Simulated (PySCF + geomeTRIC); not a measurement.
Species: CBr$_{4}$, SMILES `BrC(Br)(Br)Br` (charge 0, multiplicity 1).

Give a relaxed geometry from PySCF + geomeTRIC with ωB97X-D3(BJ)/def2-TZVP.

the end point of this relaxation (outside a Z-matrix the atoms follow the SMILES, hydrogens last).
Cartesian coordinates (Å) in one orientation:
```xyz
5

Br     1.889    -0.295    -0.178
C      0.000    -0.001     0.001
Br    -0.387     1.860    -0.271
Br    -0.565    -0.521     1.761
Br    -0.938    -1.047    -1.307
```
